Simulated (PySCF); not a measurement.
## O²⁺ (oxygen, charge +2): CAM-B3LYP calculation

Configuration: [He] 2s2 2p2, high-spin 3P determinant. Calculation: PySCF 2.14, in aug-cc-pCVTZ-DK with one added diffuse shell each of s, p, d, f type (8s7p5d3f, 75 functions); scalar relativity by spin-free X2C-1e.

```json
{"Total energy": "-73.3103 hartree", "One-electron energy": "-92.6996 hartree", "Hartree (Coulomb) energy": "26.8822 hartree", "Exchange-correlation energy": "-7.4928 hartree", "⟨S²⟩": "2.0017", "⟨L²⟩": "2.003", "Sum of ⟨r⟩": "4.440 bohr", "Sum of ⟨r²⟩": "5.084 bohr²", "Traceless quadrupole moment −½Σ⟨3z² − r²⟩ along its main axis": "0.465 e·bohr²", "Langevin diamagnetic susceptibility": "-4.03 ×10⁻⁶ cm³/mol"}
```

```csv
shell,electrons,mean orbital energy (hartree),"rms radius, mean of both spins (bohr)"
1s α,1,-20.95950,0.231
1s β,1,-20.89149,0.231
2s α,1,-2.37398,1.13
2s β,1,-2.17890,1.13
2p α,2,-1.81605,1.10
```
